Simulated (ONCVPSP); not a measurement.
# antimony (Sb): variants of one ONCV potential

Base potential:

ONCVPSP 4.0.1 input, shortened (lines: element, Z, core and valence counts, functional; n l f; lmax; l rc ep ncon nbas qcut; lloc lpopt rc5 dvloc0; l nproj debl; icmod fcfact rcfact), PBE, scalar-relativistic:

```
  Sb 51.00    8    3        4      upf
    1    0    2.00
    2    0    2.00
    2    1    6.00
    3    0    2.00
    3    1    6.00
    3    2   10.00
    4    0    2.00
    4    1    6.00
    4    2   10.00
    5    0    1.50
    5    1    3.50
    2
    0    1.70    0.00    4    9    3.60
    1    1.80    0.00    4    8    5.20
    2    1.05    0.00    4    8   10.10
    4    5    0.70    0.00
    0    3    2.80
    1    2    3.70
    2    2    2.20
    0    0.00    0.00
```

Cutoffs, loose and tight: the cutoffs (Ha) at which the residual kinetic energy of the hardest occupied pseudo-wave falls to 1 and 0.1 mHa per electron. They do not see the model core or the augmentation charge, which bear on the density cutoff. Test errors are all-electron minus pseudo excitation energies from the reference, over the configurations 4d10 5s2 5p3; 4d10 5s2 5p2; 4d10 5s2 5p1; 4d9 5s2 5p3. A dash means not determined; rows that change the core or the reference have their own tests.

A true bound ghost makes a file unfit for plane-wave use even where its test errors are small: the radial tests pick states by their node count and pass the ghost by.

| change | outcome | cutoff, loose | cutoff, tight | bound ghosts | GHOST(+) flags above zero | largest test error (meV) |
| --- | --- | --- | --- | --- | --- | --- |
| base | generated | 46 Ha | 73 Ha | s, p | s, p | -278 |
| s: qcut 4.8; p: qcut 6.9; d: qcut 13.4 | failed: ERROR pspot: first pseudo wave function has node, program will stop | – | – | – | – | – |
| s: rc 1.28 | failed: optimize: ERROR ps0norm > uunorm, code will stop | – | – | – | – | – |
| local potential polynomial inside 0.70 bohr (lpopt 5, dvloc0 5 Ha) | generated | 46 Ha | 73 Ha | s, p | s, p | -278 |
| s: qcut 4.2 | failed: ERROR pspot: first pseudo wave function has node, program will stop | – | – | – | – | – |
| fully relativistic | generated | 47 Ha | 76 Ha | s, p3/2, p1/2 | s, p3/2 | -245 |
| core correction Teter function, parameters optimised by the program | generated | 46 Ha | 73 Ha | s, p | s, p | -335 |
| p: nproj 3 | generated | 46 Ha | 73 Ha | s, p | s, p | -257 |
| s: ncon 5, nbas 10 | generated | 46 Ha | 98 Ha | s, p | s, p | -266 |
| s: nbas 8 | generated | 46 Ha | 73 Ha | s, p | s, p | -275 |
| core [Kr] 4d10, valence charge 5; reference 5s1 5p4; waves now 5s: rc 1.45 bohr, ncon 5, nbas 9, qcut 3.5 1/bohr, 2 projectors, debl 3.5 Ha; 5p: rc 2.35 bohr, ncon 5, nbas 9, qcut 3.9 1/bohr, 2 projectors, debl 3.4 Ha; local potential polynomial inside 1.15 bohr (lpopt 5, dvloc0 -1 Ha) | failed: optimize: ERROR ps0norm > uunorm, code will stop | – | – | – | – | – |
| local potential polynomial inside 0.70 bohr (lpopt 5, dvloc0 1 Ha) | generated | 46 Ha | 73 Ha | s, p | s, p | -278 |

(1) What comes out with this change to the base: all radii scaled by about 1.12 (s 1.90, p 2.02, d 1.18 bohr); local potential polynomial inside 0.78 bohr (lpopt 5, dvloc0 0 Ha)?

## Answers

(1) outcome: generated; cutoff, loose: 44 Ha; cutoff, tight: 53 Ha; bound ghosts: s, p; GHOST(+) flags above zero: s; largest test error (meV): -222.
